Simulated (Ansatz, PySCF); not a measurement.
Gas-phase reaction in SMILES: OB(Br)Br [dibromoborinic acid] -> Br[B]Br + [OH] (HO) (the B-O bond at the site shown breaks; other sites are not compared here)
Geometries: B3LYP-D3(BJ)/def2-TZVP minima from Ansatz (a quantum-chemistry and plane-wave program), one conformer each, not searched for the lowest. Frequencies are from Ansatz or PySCF.

Property: bond dissociation energy (enthalpy at 298 K, with B3LYP-D3(BJ) rigid-rotor harmonic-oscillator terms), in kcal/mol. Valence correlation only, unless marked. UHF or UKS for open shells. Spin-orbit coupling is left out. Frozen are the shells of the preceding noble gas and the d and f shells that filled before the atom's block. No relativistic terms. CBS(X,Y): correlation extrapolated as X^-3; Hartree-Fock from the larger set.

```csv
level,program,bond dissociation energy (kcal/mol)
HF/6-31G,Ansatz,102.9
HF/cc-pVDZ,Ansatz,109.6
```

Problem. Estimate the value at CCSD(T)/CBS(cc-pVTZ,cc-pVQZ) as computed with Ansatz.

Solution. 146.8 kcal/mol, so HF/cc-pVDZ differs from it by -37.2 kcal/mol.
